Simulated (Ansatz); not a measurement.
Geometry optimisation, Ansatz, RKS PBE-D4/def2-SVP.

input.yaml

```yaml
crystal:
  periodic: [false, false, false]
  atoms:
    - { symbol: B, position_ang: [0.5211, -1.7562, 0.7625] }
    - { symbol: B, position_ang: [1.4703, -0.388, 0.8531] }
    - { symbol: "N", position_ang: [1.0661, 0.9708, 0.2443] }
    - { symbol: C, position_ang: [-0.0403, 1.1865, -0.4163] }
    - { symbol: C, position_ang: [-1.1561, 1.3448, -1.0071] }
    - { symbol: Te, position_ang: [-2.9699, 1.6659, -1.9894] }
    - { symbol: H, position_ang: [0.8352, -2.7358, 1.232] }
    - { symbol: H, position_ang: [-0.5329, -1.6177, 0.1971] }
    - { symbol: H, position_ang: [2.5137, -0.4868, 1.4516] }
    - { symbol: H, position_ang: [1.7691, 1.7666, 0.3773] }
    - { symbol: H, position_ang: [-3.411, -0.0071, -1.6845] }
basis:
  gaussian: { orbitals: def2-SVP }
hamiltonian:
  xc: pbe
  dispersion: d4
relax:
  f_tol: 0.02
  max_steps: 50
```

Run as:

```bash
$ ansatz run input.yaml --threads 2 --pin off --max-ram 3072MiB --backend cpu --events-out ev --progress --plain --runs-dir out
```

**Question.** Where does it end, and by what steps?

**Answer.** It converged. The force dipped under the threshold on the way, but the program's further checks kept it going. After 31 steps the energy has fallen by 0.931 eV; H8 moved furthest, 1.88 Å.

| step | energy less start (eV) | largest force component (eV/Å) | accepted |
| --- | --- | --- | --- |
| 0 | 0.0000 | 4.124 | yes |
| 2 | -0.5940 | 0.475 | yes |
| 4 | -0.6238 | 0.105 | yes |
| 6 | -0.6272 | 0.049 | yes |
| 8 | -0.6368 | 0.185 | yes |
| 10 | -0.6712 | 0.664 | yes |
| 12 | -0.7659 | 0.214 | yes |
| 14 | -0.8090 | 0.197 | yes |
| 16 | -0.8373 | 0.144 | yes |
| 18 | -0.8458 | 0.088 | yes |
| 20 | -0.8582 | 0.558 | yes |
| 22 | -0.8982 | 0.412 | yes |
| 24 | -0.9231 | 0.150 | yes |
| 26 | -0.9285 | 0.079 | yes |
| 28 | -0.9309 | 0.040 | yes |
| 30 | -0.9311 | 0.021 | yes |
| 31 | -0.9312 | 0.002 | yes |

```xyz
11
Properties=species:S:1:pos:R:3
B 0.495 -1.678 1.068
B 1.478 -0.333 0.881
N 1.054 0.844 0.195
C -0.166 0.992 -0.367
C -1.277 1.093 -0.895
Te -3.192 1.354 -1.525
H 0.505 -2.605 0.273
H -0.222 -1.830 2.043
H 2.615 -0.303 1.331
H 1.682 1.651 0.098
H -2.908 0.757 -3.080
```

Whether the end is a true minimum wasn't checked by a vibrational analysis.

The run took 62 s on 2 threads of Intel(R) Xeon(R) Platinum 8488C (Sapphire Rapids) (shared host), peak memory 0.18 GiB.
